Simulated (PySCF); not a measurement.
Trimethylboroxine, SMILES CB1OB(C)OB(C)O1, singlet (GFN2-xTB optimised geometry):

```
18

C      2.552     0.026    -0.009
B      0.964     0.006     0.009
O      0.281    -1.177     0.020
B     -1.086    -1.208     0.020
C     -1.859    -2.594     0.035
O     -1.769    -0.024     0.009
B     -1.112     1.175     0.000
C     -1.917     2.542     0.000
O      0.255     1.175     0.000
H      2.971    -0.902     0.366
H      2.947     0.851     0.576
H      2.912     0.158    -1.027
H     -1.666    -3.128     0.962
H     -1.520    -3.238    -0.772
H     -2.932    -2.460    -0.059
H     -1.512     3.238    -0.730
H     -2.971     2.392    -0.211
H     -1.838     3.027     0.971
```

Computed with PBE0/def2-SVP in PySCF 2.14.0.

**Question.** What are the frontier orbital energies and the dipole moment?

**Answer.** HOMO-2 -10.17 eV, HOMO-1 -8.95 eV, HOMO -8.95 eV, LUMO 0.34 eV, LUMO+1 0.41 eV; dipole moment 0.07 D.

On the same geometry PySCF 2.14.0 with PBE/def2-SVP gives HOMO-2 -8.54 eV, HOMO-1 -7.32 eV, HOMO -7.32 eV, LUMO -0.72 eV, LUMO+1 -0.65 eV; dipole moment 0.08 D.

Meta-Löwdin charges at PBE0/def2-SVP: C1 -0.44, B2 0.47, O3 -0.39, B4 0.47, C5 -0.44, O6 -0.39, B7 0.47, C8 -0.44, O9 -0.39, H10 0.12, H11 0.12, H12 0.13, H13 0.12, H14 0.12, H15 0.12, H16 0.12, H17 0.12, H18 0.13.
